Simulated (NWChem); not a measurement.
System: InI2F; SMILES [F][In]([I])[I]

```xyz
4

In     0.0000     0.0000     0.6674
F      0.0000     0.0000     2.6179
I     -2.3552     0.0000    -0.5308
I      2.3552     0.0000    -0.5308
```
Atoms are numbered in this order, from 1.

Geometry: optimised at PBE0/def2-SVP. No frequency run checked for a minimum. def2 effective core potentials on In, I; no spin-orbit coupling.

Symmetry labels are those of C2v in the frame above (b1 and b2, or b-type labels, depend on it).

Question: List the 4 lowest vertical singlet excitations from CAM-B3LYP/def2-SVPD with def2 effective core potentials on In, I, TDA (NWChem).

Answer: 
| state | energy (eV) | oscillator strength | symmetry | leading excitation (squared amplitude) |
|---|---|---|---|---|
| S1 | 3.92 | 0.017 | b1 | HOMO → LUMO (0.96) |
| S2 | 3.98 | 0.000 | a2 | HOMO−1 → LUMO (0.98) |
| S3 | 4.14 | 0.018 | a1 | HOMO−2 → LUMO (0.97) |
| S4 | 4.30 | 0.016 | b2 | HOMO−3 → LUMO (0.97) |
